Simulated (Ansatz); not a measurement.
Ansatz (a quantum-chemistry and plane-wave program) input file for C4H9NSi, SMILES C#C[Si@H](C)NC, B3LYP-D3(BJ)/def2-SVP. 

Ansatz 0.2 input:
```yaml
crystal:
  periodic: [false, false, false]
  atoms:
    - {symbol: C, position_ang: [-0.95165945, 1.43353881, 2.09070141]}
    - {symbol: C, position_ang: [-0.72168868, 0.88726300, 1.04512882]}
    - {symbol: Si, position_ang: [-0.36085667, 0.06625894, -0.58043348]}
    - {symbol: C, position_ang: [-1.60131843, -1.32364387, -0.92324644]}
    - {symbol: N, position_ang: [1.18247588, -0.67265625, -0.40127191]}
    - {symbol: C, position_ang: [2.36629273, 0.05346829, -0.01271266]}
    - {symbol: H, position_ang: [-1.15314842, 1.90479266, 3.01018052]}
    - {symbol: H, position_ang: [-0.45673531, 1.11588969, -1.61820871]}
    - {symbol: H, position_ang: [-1.55941793, -2.09568943, -0.16175084]}
    - {symbol: H, position_ang: [-1.42240092, -1.79359698, -1.88542959]}
    - {symbol: H, position_ang: [-2.61090007, -0.92729446, -0.93596828]}
    - {symbol: H, position_ang: [1.40308853, -1.47082402, -0.97736873]}
    - {symbol: H, position_ang: [2.86914989, 0.52804647, -0.86355979]}
    - {symbol: H, position_ang: [2.07916078, 0.83191237, 0.69073666]}
    - {symbol: H, position_ang: [3.07610885, -0.61602523, 0.47711397]}
basis:
  gaussian:
    orbitals: def2-SVP
hamiltonian:
  xc: b3lyp
  dispersion: d3bj
relax: {f_tol: 0.002, max_steps: 200}
```

Output:

```
WARN ansatz: RAYON_NUM_THREADS=2 ignored (pool sized by the plan → 2); use --threads N
Functional definition: B3LYP
integrals: 0.11 GiB planned
1485 factors; integrals over basis functions are off by at most 3.5e-4 eV
mean field: 0.75 GiB planned
mean field evaluation 1: about -13641.8293 eV, gradient 7.5e1 eV
mean field evaluation 2: about -13633.2801 eV, gradient 9.5e1 eV
mean field evaluation 4: about -13655.2770 eV, gradient 5.0e0 eV
mean field evaluation 8: about -13655.3584 eV, gradient 2.0e-1 eV
mean field evaluation 16: about -13655.3585 eV, gradient 9.8e-6 eV
mean field -13655.35849797 eV, -501.8251688659 hartree, gradient 9.8e-6 eV, S^2 0.000000; 0 other end points of the search recorded, 0 dependent functions left out
the calculation of the forces begins
reference -13655.35878808 eV, -501.8251795271 hartree; 27, 27 occupied and 106, 106 virtual orbitals, 1485 factors
relax step   1: F+E_penalty+E_count = -13655.94895812 eV  Δ(F+E_penalty+E_count) = +0.000e0 eV  max|allowed force component| = 1.715e0 eV/Å  Δτ_max = 0.0000 Å  (28 SCF iters, accepted)
these checks for a lower state are left out or cut short: starts, cluster_reference, orbital_swaps, neighbouring_geometries, increment
integrals: 0.11 GiB planned
1485 factors; integrals over basis functions are off by at most 3.5e-4 eV
mean field: 0.76 GiB planned
mean field -13655.44128729 eV, -501.8282113175 hartree, gradient 2.6e-5 eV, S^2 0.000000; 0 other end points of the search recorded, 0 dependent functions left out
the calculation of the forces begins
reference -13655.44157958 eV, -501.8282220587 hartree; 27, 27 occupied and 106, 106 virtual orbitals, 1485 factors
relax step   2: F+E_penalty+E_count = -13656.02639668 eV  Δ(F+E_penalty+E_count) = -7.744e-2 eV  max|allowed force component| = 2.504e-1 eV/Å  Δτ_max = 0.0550 Å  (31 SCF iters, accepted)
these checks for a lower state are left out or cut short: starts, cluster_reference, orbital_swaps, neighbouring_geometries, increment
integrals: 0.11 GiB planned
1485 factors; integrals over basis functions are off by at most 3.5e-4 eV
mean field: 0.76 GiB planned
mean field -13655.44648356 eV, -501.8284022768 hartree, gradient 7.5e-6 eV, S^2 0.000000; 0 other end points of the search recorded, 0 dependent functions left out
the calculation of the forces begins
reference -13655.44677616 eV, -501.8284130295 hartree; 27, 27 occupied and 106, 106 virtual orbitals, 1485 factors
relax step   3: F+E_penalty+E_count = -13656.03161223 eV  Δ(F+E_penalty+E_count) = -5.216e-3 eV  max|allowed force component| = 1.383e-1 eV/Å  Δτ_max = 0.0167 Å  (33 SCF iters, accepted)
these checks for a lower state are left out or cut short: starts, cluster_reference, orbital_swaps, neighbouring_geometries, increment
integrals: 0.11 GiB planned
1485 factors; integrals over basis functions are off by at most 3.5e-4 eV
mean field: 0.75 GiB planned
mean field evaluation 32: about -13655.4209 eV, gradient 1.2e0 eV
mean field -13655.44738034 eV, -501.8284352330 hartree, gradient 7.6e-6 eV, S^2 0.000000; 0 other end points of the search recorded, 0 dependent functions left out
the calculation of the forces begins
reference -13655.44767312 eV, -501.8284459924 hartree; 27, 27 occupied and 106, 106 virtual orbitals, 1485 factors
relax step   4: F+E_penalty+E_count = -13656.03215753 eV  Δ(F+E_penalty+E_count) = -5.453e-4 eV  max|allowed force component| = 8.887e-2 eV/Å  Δτ_max = 0.0261 Å  (32 SCF iters, accepted)
these checks for a lower state are left out or cut short: starts, cluster_reference, orbital_swaps, neighbouring_geometries, increment
integrals: 0.11 GiB planned
1485 factors; integrals over basis functions are off by at most 3.5e-4 eV
mean field: 0.75 GiB planned
mean field -13655.44803271 eV, -501.8284592070 hartree, gradient 7.6e-6 eV, S^2 0.000000; 0 other end points of the search recorded, 0 dependent functions left out
the calculation of the forces begins
reference -13655.44832551 eV, -501.8284699671 hartree; 27, 27 occupied and 106, 106 virtual orbitals, 1485 factors
relax step   5: F+E_penalty+E_count = -13656.03268091 eV  Δ(F+E_penalty+E_count) = -5.234e-4 eV  max|allowed force component| = 2.670e-2 eV/Å  Δτ_max = 0.0121 Å  (33 SCF iters, accepted)
these checks for a lower state are left out or cut short: starts, cluster_reference, orbital_swaps, neighbouring_geometries, increment
integrals: 0.11 GiB planned
1485 factors; integrals over basis functions are off by at most 3.5e-4 eV
mean field: 0.75 GiB planned
mean field -13655.44822897 eV, -501.8284664193 hartree, gradient 2.3e-5 eV, S^2 0.000000; 0 other end points of the search recorded, 0 dependent functions left out
the calculation of the forces begins
reference -13655.44852179 eV, -501.8284771804 hartree; 27, 27 occupied and 106, 106 virtual orbitals, 1485 factors
relax step   6: F+E_penalty+E_count = -13656.03272379 eV  Δ(F+E_penalty+E_count) = -4.288e-5 eV  max|allowed force component| = 8.976e-3 eV/Å  Δτ_max = 0.0075 Å  (23 SCF iters, accepted)
these checks for a lower state are left out or cut short: starts, cluster_reference, orbital_swaps, neighbouring_geometries, increment
integrals: 0.11 GiB planned
1485 factors; integrals over basis functions are off by at most 3.5e-4 eV
mean field: 0.76 GiB planned
mean field -13655.44822319 eV, -501.8284662069 hartree, gradient 3.2e-5 eV, S^2 0.000000; 0 other end points of the search recorded, 0 dependent functions left out
the calculation of the forces begins
reference -13655.44851602 eV, -501.8284769683 hartree; 27, 27 occupied and 106, 106 virtual orbitals, 1485 factors
relax step   7: F+E_penalty+E_count = -13656.03273012 eV  Δ(F+E_penalty+E_count) = -6.325e-6 eV  max|allowed force component| = 2.373e-3 eV/Å  Δτ_max = 0.0013 Å  (21 SCF iters, accepted)
these checks for a lower state are left out or cut short: starts, cluster_reference, orbital_swaps, neighbouring_geometries, increment
integrals: 0.11 GiB planned
1485 factors; integrals over basis functions are off by at most 3.5e-4 eV
mean field: 0.76 GiB planned
mean field -13655.44821376 eV, -501.8284658604 hartree, gradient 2.4e-5 eV, S^2 0.000000; 0 other end points of the search recorded, 0 dependent functions left out
the calculation of the forces begins
reference -13655.44850659 eV, -501.8284766219 hartree; 27, 27 occupied and 106, 106 virtual orbitals, 1485 factors
relax step   8: F+E_penalty+E_count = -13656.03273088 eV  Δ(F+E_penalty+E_count) = -7.627e-7 eV  max|allowed force component| = 6.293e-4 eV/Å  Δτ_max = 0.0007 Å  (20 SCF iters, accepted)
integrals: 0.11 GiB planned
1485 factors; integrals over basis functions are off by at most 3.5e-4 eV
mean field: 0.76 GiB planned
mean field evaluation 64: about -13654.9023 eV, gradient 1.5e1 eV
mean field -13655.44821376 eV, -501.8284658604 hartree, gradient 2.4e-5 eV, S^2 0.000000; 1 other end points of the search recorded, 0 dependent functions left out
the calculation of the forces begins
reference -13655.44850659 eV, -501.8284766219 hartree; 27, 27 occupied and 106, 106 virtual orbitals, 1485 factors
Total energy: -13656.03302372 eV, -501.8499572299 hartree
Atom 0 at    -0.989844     1.435718     2.095377 Å, force    -0.000070    -0.000079    -0.000044 eV/Å
Atom 1 at    -0.741888     0.880692     1.040036 Å, force     0.000170     0.000006     0.000141 eV/Å
Atom 2 at    -0.374756     0.047622    -0.566549 Å, force     0.000213    -0.000005    -0.000328 eV/Å
Atom 3 at    -1.611814    -1.319098    -0.909865 Å, force    -0.000202     0.000252     0.000177 eV/Å
Atom 4 at     1.204755    -0.652287    -0.452686 Å, force    -0.000527     0.000629     0.000337 eV/Å
Atom 5 at     2.404273     0.045469    -0.028506 Å, force     0.000222    -0.000190    -0.000016 eV/Å
Atom 6 at    -1.209759     1.922633     3.027901 Å, force    -0.000073    -0.000003     0.000063 eV/Å
Atom 7 at    -0.513048     1.111366    -1.612493 Å, force    -0.000092     0.000137    -0.000106 eV/Å
Atom 8 at    -1.581434    -2.080667    -0.115347 Å, force     0.000177     0.000035     0.000022 eV/Å
Atom 9 at    -1.399418    -1.809970    -1.874058 Å, force     0.000117    -0.000008     0.000018 eV/Å
Atom 10 at    -2.632673    -0.908822    -0.959668 Å, force    -0.000126    -0.000192    -0.000036 eV/Å
Atom 11 at     1.384031    -1.478482    -1.015251 Å, force     0.000203    -0.000455    -0.000202 eV/Å
Atom 12 at     2.950420     0.545764    -0.853387 Å, force     0.000031    -0.000081    -0.000018 eV/Å
Atom 13 at     2.139010     0.821596     0.706880 Å, force    -0.000169    -0.000129    -0.000043 eV/Å
Atom 14 at     3.110295    -0.640094     0.471528 Å, force     0.000127     0.000081     0.000035 eV/Å
Dipole moment:     0.111702    -0.169919    -0.034672 e Å
```

The run converged.

Cost: around 50 core-seconds (rough).
